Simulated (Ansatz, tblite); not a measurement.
Forces on fac-ScBr3(H2O)3 (ScBr₃O₃H₆) at its PBE0-D4/def2-SVP geometry. Total charge 0; singlet.

The xTB rows come from tblite. Another isomer (singlet) lies 0.05 eV lower at PBE0-D4/def2-TZVP; other spin states weren't run for this one.

GFN1-xTB (tblite), largest force 1.42 eV/Å:

```xyz
13
positions Å, forces eV/Å
Br   -1.292    2.479    0.534    0.301   -0.569   -0.126
Br   -2.490   -1.377   -0.082    0.575    0.316    0.015
Br    0.303   -0.537    2.779   -0.065    0.122   -0.642
O     0.681   -1.763   -0.140    0.122   -0.328   -0.032
O     1.549    1.050    0.302    0.290    0.189    0.059
O    -0.486    0.430   -1.781   -0.087    0.086   -0.329
Sc   -0.482    0.078    0.448   -1.031    0.167    0.957
H    -0.024   -2.389   -0.376   -0.047    0.023   -0.020
H     1.014   -2.075    0.718    0.012    0.043    0.042
H     1.937    0.851    1.170   -0.017   -0.047    0.024
H     1.324    1.995    0.340   -0.054    0.017   -0.024
H    -0.781    1.354   -1.845    0.013    0.033    0.043
H    -1.251   -0.097   -2.067   -0.012   -0.051    0.032
```

GFN2-xTB (tblite), largest force 0.38 eV/Å:

```
Br -0.089 0.160 0.036
Br -0.163 -0.091 0.000
Br 0.017 -0.031 0.184
O -0.217 0.119 0.167
O -0.255 -0.030 0.152
O -0.150 0.012 0.258
Sc -0.036 0.006 0.034
H 0.034 -0.311 -0.215
H 0.294 -0.234 0.057
H 0.368 0.003 0.091
H 0.218 0.289 -0.117
H 0.049 0.235 -0.294
H -0.068 -0.127 -0.352
```

PBE-D4/def2-TZVP (Ansatz), largest force 0.44 eV/Å:

```
Br -0.086 0.182 0.030
Br -0.174 -0.104 -0.015
Br 0.032 -0.041 0.196
O 0.283 0.140 -0.312
O 0.182 -0.172 -0.367
O 0.409 -0.110 -0.133
Sc -0.203 0.033 0.188
H -0.308 -0.245 -0.146
H 0.179 -0.097 0.367
H 0.176 -0.133 0.357
H -0.111 0.403 -0.033
H -0.080 0.412 -0.014
H -0.300 -0.269 -0.119
```
